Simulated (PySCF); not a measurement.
Nuclear quadrupole coupling in `OCCC/P=P/CCP`

Species: C₅H₁₃OP₃.
SMILES with atom numbers: `[OH:1][CH2:2][CH2:3][CH2:4]/[P:5]=[P:6]/[CH2:7][CH2:8][PH2:9]` (hydrogens: H10 on O1; H11, H12 on C2; H13, H14 on C3; H15, H16 on C4; H17, H18 on C7; H19, H20 on C8; H21, H22 on P9)

Structure used (GFN2-xTB), in Å, numbered top down from 1:
```
atom  x, y, z in Å
O1    -4.1322   -0.7100   -0.5626
C2    -3.0867   -0.5110    0.3522
C3    -2.4320    0.8638    0.2253
C4    -1.3201    1.0504    1.2511
P5     0.0624   -0.2041    1.1204
P6     0.6994    0.1611   -0.7751
C7     2.0971   -1.0830   -0.8361
C8     3.3038   -0.6737   -0.0002
P9     4.1058    0.9259   -0.5014
H10   -3.7927   -0.5835   -1.4559
H11   -3.5365   -0.6252    1.3416
H12   -2.3127   -1.2907    0.2359
H13   -2.0202    0.9761   -0.7836
H14   -3.1935    1.6350    0.3667
H15   -0.8895    2.0502    1.1562
H16   -1.7316    0.9623    2.2604
H17    1.7265   -2.0531   -0.4927
H18    2.3895   -1.1886   -1.8856
H19    3.0163   -0.5747    1.0526
H20    4.0753   -1.4505   -0.0551
H21    4.0455    0.6808   -1.8742
H22    2.9156    1.6619   -0.5418
```

Field gradients from the PBE0/pcSseg-1 density (PySCF, non-relativistic), principal values in atomic units, ordered |Vxx| ≤ |Vyy| ≤ |Vzz|:

```tsv
atom	Vxx	Vyy	Vzz
O1	0.0643	1.8982	-1.9624
```

Task: Find the asymmetry η = (Vxx − Vyy)/Vzz and the couplings χ = eQV/h (234.96 MHz × Q in barn × V in au), with Q(17O) = −0.0256 b.

Result: 
```
atom     environment  nucleus     η  χzz (MHz)  χxx (MHz)  χyy (MHz)
  O1  alcohol oxygen      17O  0.93      11.80      -0.39     -11.42
```

At O1 η is above 0.9: Vyy and Vzz are nearly equal in size and opposite in sign, so a small change could swap them and flip the sign of χzz. The tensor is traceless: Vxx + Vyy + Vzz = 0.

Task: What is Vzz at O1 in SI units (1 au = 9.71736 × 10²¹ V/m²)?

Result: -1.9624 au = -19.070 × 10²¹ V/m².

Were the hydrogens deuterons (Q(2H) = 0.00286 b), χzz would run from 129 kHz (H22) to 313 kHz (H10).

One conformer (not necessarily the lowest) at the GFN2-xTB geometry, without solvent, vibrations or thermal averaging. GFN2-xTB bond lengths can be off by several hundredths of an ångström, more for odd bonds, and the gradients follow them. With so small a basis the couplings can be 20 % off.
